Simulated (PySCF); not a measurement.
PySCF 2.14 output of an unrestricted BP86 calculation on a single atom or ion in x2c-SVPall, with scalar relativity by spin-free X2C-1e:

```
SCF conv_tol = 1e-09
number electrons alpha = 23  beta = 23
    A. D. Becke.,  Phys. Rev. A 38, 3098 (1988)
    J. P. Perdew.,  Phys. Rev. B 33, 8822 (1986)
cycle= 1 E= -5593.10190562104  delta_E= -0.00939  |g|= 0.0714  |ddm|= 0.121
cycle= 2 E= -5593.10156838751  delta_E= 0.000337  |g|= 0.0781  |ddm|= 0.0553
cycle= 3 E= -5593.10259749773  delta_E= -0.00103  |g|= 0.00517  |ddm|= 0.0336
cycle= 4 E= -5593.10260271468  delta_E= -5.22e-06  |g|= 0.000187  |ddm|= 0.00231
cycle= 5 E= -5593.10260272275  delta_E= -8.07e-09  |g|= 3.42e-06  |ddm|= 8.36e-05
cycle= 6 E= -5593.10260272275  delta_E= -9.09e-13  |g|= 5.6e-08  |ddm|= 1.72e-06
converged SCF energy = -5593.10260272275  <S^2> = -2.4868996e-14  2S+1 = 1
```

The run itself started from symmetry-adapted Hartree-Fock orbitals and held the occupation by maximum overlap, on a logarithmic radial grid, so the iterations belong to that start.

Task: Which element, charge and spin multiplicity is this?

Result: Cd(2+) (cadmium, charge +2), multiplicity 1; the state was [Kr] 4d10, closed-shell 1S.
